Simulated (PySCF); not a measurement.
## Deuteron quadrupole couplings in `C#C[Si@@H](F)C(=O)C=C`

Species: C₅H₅FOSi.
Geometry (GFN2-xTB, Å), atoms numbered from 1 in this order:
```
atom  x, y, z in Å
C1    -3.3945   -0.1848    0.0680
C2    -2.3685    0.4363   -0.0228
Si3   -0.7822    1.3626   -0.1903
F4    -0.3784    1.9114    1.2793
C5     0.5928    0.1162   -0.7063
O6     0.7591   -0.1570   -1.8803
C7     1.4159   -0.4869    0.3648
C8     2.4310   -1.2983    0.0915
H9    -4.2934   -0.7245    0.1573
H10   -0.8555    2.5249   -1.0543
H11    1.1535   -0.2209    1.3786
H12    3.0470   -1.7383    0.8576
H13    2.6688   -1.5401   -0.9326
```

Level: PBE0/pcSseg-1 (PySCF, non-relativistic); Q(2H) = 0.00286 b; rigid geometry, the same for H and D, with no vibrational averaging.

Task: Rank these positions by the coupling χzz of a deuteron there, largest first.
A. H10 (Si–H hydrogen)
B. H9 (alkyne hydrogen)
C. H12 (vinylic hydrogen)
D. H13 (vinylic hydrogen)

Result: B (259 kHz), C (224 kHz), D (218 kHz), A (112 kHz).

Task: Tabulate Vzz, the asymmetry η and χzz = 234.96 MHz × Q × Vzz for every hydrogen position.

Result: 
```json
{"atom": "H9", "bonded to": "C1", "bond length (Å)": "1.052", "Vzz (au)": "0.3850", "η": "0.00", "χzz (kHz)": "259"}
{"atom": "H10", "bonded to": "Si3", "bond length (Å)": "1.450", "Vzz (au)": "0.1664", "η": "0.01", "χzz (kHz)": "112"}
{"atom": "H11", "bonded to": "C7", "bond length (Å)": "1.080", "Vzz (au)": "0.3211", "η": "0.08", "χzz (kHz)": "216"}
{"atom": "H12", "bonded to": "C8", "bond length (Å)": "1.077", "Vzz (au)": "0.3332", "η": "0.01", "χzz (kHz)": "224"}
{"atom": "H13", "bonded to": "C8", "bond length (Å)": "1.079", "Vzz (au)": "0.3247", "η": "0.01", "χzz (kHz)": "218"}
```

Task: Average by the element that carries the hydrogen.

Result: on C: 229 kHz over 4 positions, mean bond length 1.072 Å; on Si: 112 kHz over 1 position, mean bond length 1.450 Å.

Task: A static deuteron (I = 1) shows a doublet split by (3/2)χ, (3/4)χ(1 + η) and (3/4)χ(1 − η) with the field along z, y and x of the gradient. What are these for H12?

Result: With |χ| = 223.9 kHz and η = 0.013: 336, 170 and 166 kHz, to first order and without motion.

One conformer (not necessarily the lowest) at the GFN2-xTB geometry, without solvent, vibrations or thermal averaging. GFN2-xTB bond lengths can be off by several hundredths of an ångström, more for odd bonds, and the gradients follow them. These gradients aren't converged with respect to the basis.
